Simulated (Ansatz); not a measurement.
Ideal-gas functions of BH3O2Si, SMILES `OB1O[SiH2]1` at 298.15 K and 1 bar, from an Ansatz frequency run at PBE0-D4/def2-TZVP.

Molar mass 73.92 g/mol, point group Cs (symmetry number 1), electronic degeneracy 1, moments of inertia 24.826, 127.448, 146.337 u Å². Harmonic wavenumbers (cm⁻¹, unscaled): 315, 328, 500, 570, 575, 638, 671, 748, 954, 979, 1183, 1575, 2232, 2244, 3912.

Use S(trans) = R[1.5 ln M + 2.5 ln T − 1.1517]; rotational temperatures θ = 24.2544 K / I; S(rot) = R[ln(√π/σ · √(T³/θAθBθC)) + 1.5]; for each mode x = 1.438777 ν̃/T, S = R[x/(eˣ − 1) − ln(1 − e⁻ˣ)] and H = RT x/(eˣ − 1); 1 cm⁻¹ = 0.0119627 kJ/mol; R = 8.31446 J/(mol·K).

Question: By hand: the entropy, in J/(mol·K).

Answer: Translation 162.5. Rotation: θ = 0.977, 0.1903, 0.1657 K, giving 102.8. Vibration, mode by mode: 5.59, 5.31, 2.75, 2.11, 2.07, 1.63, 1.43, 1.06, 0.47, 0.43, 0.19, 0.04, 0.00, 0.00, 0.00, in all 23.1. Electronic 0.0. Sum 288.4 J/(mol·K).

Question: By hand: H − E and G − E in kJ/mol, counted from the electronic energy.

Answer: Zero-point energy ½ × 17424 × 0.0119627 = 104.2; thermal vibration 4.8; translation, rotation and pV give 4 RT = 9.9. H − E = 118.9 kJ/mol, and G − E = 118.9 − 298.15 × 288.4/1000 = 32.9 kJ/mol.

Vibration gives 8 % of the entropy. The sum counts one conformer and one mirror image; others add a mixing term.
